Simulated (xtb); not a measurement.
C₂₇H₃₂, SMILES CC(CC(C)(CC(C)(C)c1ccccc1)c1ccccc1)c1ccccc1. All values are semi-empirical tight-binding results from xtb (GFN2-xTB unless named), good for trends rather than for accurate numbers. Coordinates come from a GFN2-xTB optimisation. One conformer was computed; it need not be the lowest.

Optimised geometry:

```xyz
59

C     -3.6847    -0.3752    -2.1042
C     -2.3637    -0.7966    -1.4275
C     -1.5880    -1.6241    -2.4551
C     -2.7522    -1.5984    -0.1947
C     -2.5053    -2.9613    -0.0766
C     -2.9093    -3.6708     1.0421
C     -3.5797    -3.0365     2.0706
C     -3.8485    -1.6832     1.9629
C     -3.4440    -0.9795     0.8446
C     -1.6152     0.5115    -1.0744
C     -0.1763     0.5006    -0.4812
C     -0.0452    -0.5777     0.5944
C      0.0044     1.9001     0.0993
C     -0.0307     3.0048    -0.7510
C      0.1150     4.2919    -0.2695
C      0.2978     4.5121     1.0849
C      0.3301     3.4288     1.9424
C      0.1840     2.1397     1.4557
C      0.8869     0.2750    -1.5835
C      2.3058     0.7760    -1.2612
C      3.1631     0.7342    -2.5315
C      2.9764    -0.0153    -0.1680
C      3.3769     0.6136     1.0048
C      4.0029    -0.0970     2.0138
C      4.2449    -1.4512     1.8623
C      3.8589    -2.0871     0.6946
C      3.2326    -1.3744    -0.3112
H     -3.4849     0.1275    -3.0485
H     -4.2977    -1.2517    -2.3046
H     -4.2556     0.2994    -1.4719
H     -2.2236    -2.4054    -2.8677
H     -1.2711    -0.9839    -3.2752
H     -0.7071    -2.0891    -2.0243
H     -1.9897    -3.4966    -0.8576
H     -2.6979    -4.7287     1.1057
H     -3.8936    -3.5891     2.9438
H     -4.3788    -1.1716     2.7535
H     -3.6750     0.0743     0.7918
H     -2.2359     1.0573    -0.3610
H     -1.5939     1.1122    -1.9863
H      0.9179    -0.5122     1.0921
H     -0.1210    -1.5656     0.1499
H     -0.8357    -0.4868     1.3348
H     -0.1655     2.8647    -1.8130
H      0.0871     5.1268    -0.9552
H      0.4135     5.5164     1.4650
H      0.4715     3.5829     3.0028
H      0.2174     1.3227     2.1573
H      0.5662     0.7835    -2.4950
H      0.9466    -0.7880    -1.8098
H      2.2453     1.8190    -0.9357
H      3.1999    -0.2706    -2.9455
H      2.7542     1.4017    -3.2872
H      4.1802     1.0496    -2.3087
H      3.1850     1.6702     1.1317
H      4.3026     0.4083     2.9206
H      4.7327    -2.0083     2.6486
H      4.0475    -3.1435     0.5674
H      2.9377    -1.8866    -1.2155
```

```
Property                                           Value
----------------------------------------  --------------
orbital gap                                      4.47 eV
dipole moment                                     1.04 D
zero-point energy                         318.2 kcal/mol
G − E(el) at 298.15 K (modified RRHO)     285.1 kcal/mol
static polarisability (D4 model)             297.9 bohr³
solvation energy, GFN2-xTB/ALPB(water)     -2.2 kcal/mol
solvation energy, GFN2-xTB/ALPB(toluene)  -19.5 kcal/mol
```

Computed IR lines (harmonic; lines under 4 % of the strongest left out, lines within 3 cm⁻¹ merged):
ν (cm⁻¹): 759 (m), 765 (w), 980 (w), 999 (w), 1169 (w), 1514 (w), 1604 (w), 2951 (w), 2962 (w), 2969 (m), 2984 (w), 3015 (w), 3021 (m), 3025 (m), 3028 (m), 3032 (m), 3036 (m), 3041 (m), 3045 (w), 3052 (m), 3056 (w), 3063 (m), 3071 (m), 3075 (m), 3081 (vs), 3084 (m), 3089 (vs), 3108 (m), 3118 (w) (against the strongest line: vs over 80 %, s over 45 %, m over 15 %, w over 4 %, vw less)

### Question
Give the atomic charges and the Wiberg bond orders between heavy atoms. (Estimate from the structure and the level; the computed values follow.)

### Answer
charges (e) C1 -0.10, C2 0.02, C3 -0.10, C4 0.01, C5 -0.04, C6 -0.03, C7 -0.03, C8 -0.03, C9 -0.03, C10 -0.07, C11 0.02, C12 -0.10, C13 0.01, C14 -0.04, C15 -0.03, C16 -0.03, C17 -0.03, C18 -0.04, C19 -0.06, C20 -0.02, C21 -0.10, C22 0.01, C23 -0.04, C24 -0.03, C25 -0.03, C26 -0.03, C27 -0.03, H28 0.04, H29 0.03, H30 0.04, H31 0.03, H32 0.04, H33 0.04, H34 0.03, H35 0.03, H36 0.03, H37 0.02, H38 0.03, H39 0.04, H40 0.04, H41 0.04, H42 0.03, H43 0.03, H44 0.03, H45 0.03, H46 0.03, H47 0.03, H48 0.04, H49 0.03, H50 0.04, H51 0.03, H52 0.04, H53 0.03, H54 0.03, H55 0.03, H56 0.03, H57 0.03, H58 0.03, H59 0.03. Bond orders C1–C2 0.98, C2–C3 1.00, C2–C4 0.99, C4–C5 1.42, C5–C6 1.44, C6–C7 1.44, C7–C8 1.43, C4–C9 1.40, C8–C9 1.45, C2–C10 0.97, C10–C11 0.97, C11–C12 1.00, C11–C13 0.98, C13–C14 1.40, C14–C15 1.45, C15–C16 1.43, C16–C17 1.45, C13–C18 1.42, C17–C18 1.44, C11–C19 0.98, C19–C20 0.98, C20–C21 0.99, C20–C22 1.00, C22–C23 1.41, C23–C24 1.44, C24–C25 1.44, C25–C26 1.44, C22–C27 1.41, C26–C27 1.45.
